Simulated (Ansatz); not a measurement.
Basis-set series for CH5ClSeSi (`C[Se][SiH2]Cl`). The species carries charge 0 and has multiplicity 1. The geometry is a stationary point of PBE0-D4/def2-TZVP. It is one conformer, not always the lowest.

```csv
functional,basis,functions,energy (Eh),HOMO (eV),LUMO (eV)
PBE0-D4,def2-SVP,107,-3191.27043,-6.86,-0.05
PBE0-D4,def2-TZVPP,233,-3191.87454,-6.94,-0.37
ωB97M-V,def2-SVP,107,-3191.66101,-8.98,1.97
ωB97M-V,def2-TZVPP,233,-3192.26636,-9.09,1.47
```

(1) Give the rows for def2-QZVPP. (Estimate.)

Results:

(1) The calculation gave: 
| functional | basis | functions | energy (Eh) | HOMO (eV) | LUMO (eV) |
| --- | --- | --- | --- | --- | --- |
| PBE0-D4 | def2-QZVPP | 436 | -3191.95095 | -6.96 | -0.49 |
| ωB97M-V | def2-QZVPP | 436 | -3192.33993 | -9.11 | 1.19 |

Positive LUMOs are unbound and depend on the basis. Scalar relativity is left out up to krypton.

Program: Ansatz 0.2.0.
